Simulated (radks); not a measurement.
The numbers below are computed, except where a source is named.
Species: Sc IV. Configuration: [Ne] 3s1.75 3p6 3d0.25 (fractional occupations, a model configuration). Level of theory: scalar-relativistic Kohn-Sham, PBE, spin-polarised, spherical densities, point nucleus; open shells are filled with parallel spins first (a radial shooting solver on a logarithmic mesh with Libxc functionals).

Local quantities along the radius. ELF = 1/(1 + alpha^2) is the electron localisation function; alpha = (tau - tau_W)/tau_unif compares the Pauli kinetic energy density with that of the uniform gas (summed over spins); -r V(r) is the screened charge that the Kohn-Sham potential of spin up presents (atomic units); r v_xc is r times the local exchange-correlation potential of spin up (hartree bohr); 4 pi r^2 rho is in e/bohr. tau is taken from the large components.

| r (bohr) | ELF | alpha | -r V(r) | r v_xc | 4 pi r^2 rho |
|---|---|---|---|---|---|
| 0.004378 | 1.000 | 0.01477 | 20.74 | -0.1118 | 1.318 |
| 0.004936 | 1.000 | 0.01516 | 20.70 | -0.1207 | 1.632 |
| 0.005566 | 1.000 | 0.01564 | 20.66 | -0.1306 | 2.015 |
| 0.006275 | 1.000 | 0.01622 | 20.61 | -0.1415 | 2.479 |
| 0.007075 | 1.000 | 0.01692 | 20.55 | -0.1537 | 3.039 |
| 0.007978 | 1.000 | 0.01777 | 20.49 | -0.1670 | 3.709 |
| 0.009067 | 1.000 | 0.01887 | 20.42 | -0.1826 | 4.563 |
| 0.01022 | 1.000 | 0.02013 | 20.34 | -0.1987 | 5.510 |
| 0.01153 | 1.000 | 0.02166 | 20.25 | -0.2161 | 6.613 |
| 0.013 | 0.999 | 0.02355 | 20.15 | -0.2349 | 7.883 |
| 0.01465 | 0.999 | 0.02590 | 20.04 | -0.2551 | 9.323 |
| 0.01652 | 0.999 | 0.02883 | 19.91 | -0.2766 | 10.93 |
| 0.01863 | 0.999 | 0.03256 | 19.77 | -0.2994 | 12.69 |
| 0.02117 | 0.999 | 0.03773 | 19.61 | -0.3247 | 14.70 |
| 0.02387 | 0.998 | 0.04412 | 19.43 | -0.3493 | 16.65 |
| 0.02691 | 0.997 | 0.05264 | 19.24 | -0.3743 | 18.61 |
| 0.03035 | 0.996 | 0.06420 | 19.02 | -0.3993 | 20.47 |
| 0.03421 | 0.994 | 0.08024 | 18.79 | -0.4237 | 22.14 |
| 0.03858 | 0.990 | 0.1030 | 18.53 | -0.4469 | 23.49 |
| 0.04349 | 0.982 | 0.1361 | 18.25 | -0.4681 | 24.42 |
| 0.04943 | 0.965 | 0.1891 | 17.92 | -0.4878 | 24.83 |
| 0.05574 | 0.934 | 0.2653 | 17.58 | -0.5027 | 24.63 |
| 0.06284 | 0.873 | 0.3814 | 17.21 | -0.5139 | 23.88 |
| 0.07085 | 0.764 | 0.5563 | 16.82 | -0.5215 | 22.69 |
| 0.07989 | 0.605 | 0.8078 | 16.40 | -0.5259 | 21.26 |
| 0.09007 | 0.439 | 1.131 | 15.95 | -0.5279 | 19.86 |
| 0.1016 | 0.319 | 1.462 | 15.46 | -0.5279 | 18.80 |
| 0.1154 | 0.264 | 1.668 | 14.91 | -0.5313 | 18.36 |
| 0.1301 | 0.279 | 1.606 | 14.38 | -0.5525 | 18.79 |
| 0.1467 | 0.357 | 1.341 | 13.84 | -0.6023 | 20.04 |
| 0.1654 | 0.488 | 1.025 | 13.29 | -0.6694 | 21.90 |
| 0.1865 | 0.631 | 0.7646 | 12.72 | -0.7366 | 23.94 |
| 0.2103 | 0.743 | 0.5884 | 12.13 | -0.7952 | 25.61 |
| 0.2371 | 0.811 | 0.4825 | 11.52 | -0.8399 | 26.32 |
| 0.2695 | 0.845 | 0.4281 | 10.86 | -0.8677 | 25.57 |
| 0.3039 | 0.847 | 0.4256 | 10.25 | -0.8716 | 23.34 |
| 0.3426 | 0.810 | 0.4849 | 9.639 | -0.8517 | 19.90 |
| 0.3863 | 0.695 | 0.6618 | 9.037 | -0.8098 | 15.85 |
| 0.4356 | 0.456 | 1.091 | 8.445 | -0.7559 | 11.96 |
| 0.4911 | 0.213 | 1.925 | 7.864 | -0.7008 | 8.934 |
| 0.5537 | 0.118 | 2.740 | 7.265 | -0.6284 | 7.202 |
| 0.6293 | 0.150 | 2.381 | 6.725 | -0.6543 | 6.792 |
| 0.7096 | 0.339 | 1.398 | 6.331 | -0.7942 | 7.341 |
| 0.8 | 0.628 | 0.7695 | 5.903 | -0.8868 | 8.152 |
| 0.902 | 0.799 | 0.5018 | 5.487 | -0.9588 | 8.620 |
| 1.017 | 0.858 | 0.4064 | 5.092 | -0.9952 | 8.378 |
| 1.147 | 0.868 | 0.3902 | 4.729 | -0.9905 | 7.383 |
| 1.293 | 0.848 | 0.4235 | 4.410 | -0.9463 | 5.867 |
| 1.469 | 0.790 | 0.5150 | 4.118 | -0.8589 | 4.081 |
| 1.657 | 0.684 | 0.6800 | 3.888 | -0.7497 | 2.592 |
| 1.868 | 0.507 | 0.9858 | 3.708 | -0.6412 | 1.469 |
| 2.106 | 0.286 | 1.580 | 3.593 | -0.5637 | 0.7401 |
| 2.375 | 0.111 | 2.826 | 3.525 | -0.5134 | 0.3296 |
| 2.677 | 0.030 | 5.686 | 3.460 | -0.4561 | 0.1289 |
| 3.019 | 0.006 | 12.78 | 3.377 | -0.3755 | 0.04408 |
| 3.431 | 0.001 | 32.96 | 3.280 | -0.2801 | 0.01220 |
| 3.869 | 0.000 | 81.27 | 3.200 | -0.2001 | 0.003260 |
| 4.362 | 0.000 | 195.2 | 3.136 | -0.1363 | 0.0007917 |
| 4.918 | 0.000 | 469.2 | 3.088 | -0.08840 | 0.0001739 |

On this mesh the ELF has minima near r = 0.12, 0.55 bohr, which separate the shells, and maxima near 0.30 (0.85), 1.1 (0.87).
